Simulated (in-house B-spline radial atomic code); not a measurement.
Orbital energies and mean radii along the 15-electron series, configuration [Ne] 3s2 3p3. The effective charge is n√(-2ε), a non-relativistic measure. Computed with a B-spline radial code for spherical atoms: non-relativistic Hartree-Fock, average of the configuration, point nuclei.

This level leaves out relativity, spin-orbit splitting included, which matters for heavy ions.

```csv
ion,Z,energy of 3s (Eh),mean radius of 3s (bohr),energy of 3p (Eh),mean radius of 3p (bohr),effective charge of 3s
Pt63+,78,-255.46,0.18993,-249.76,0.17911,67.81
Au64+,79,-263.06,0.18729,-257.28,0.17658,68.812
Hg65+,80,?,?,?,?,?
Tl66+,81,?,?,?,?,?
Pb67+,82,-286.54,0.1798,-280.51,0.16939,71.818
Bi68+,83,-294.59,0.17743,-288.47,0.16712,72.82
```

Question: Fill in the row of Hg65+.

Answer: energy of 3s (Eh): -270.78; mean radius of 3s (bohr): 0.18473; energy of 3p (Eh): -264.91; mean radius of 3p (bohr): 0.17411; effective charge of 3s: 69.814.

Question: Fill in the row of Tl66+.

Answer: energy of 3s (Eh): -278.61; mean radius of 3s (bohr): 0.18223; energy of 3p (Eh): -272.65; mean radius of 3p (bohr): 0.17172; effective charge of 3s: 70.816.

Question: How does the screening of 3s change?

Answer: Z less the effective charge goes from 10.19 at Z = 78 to 10.18 at Z = 83.
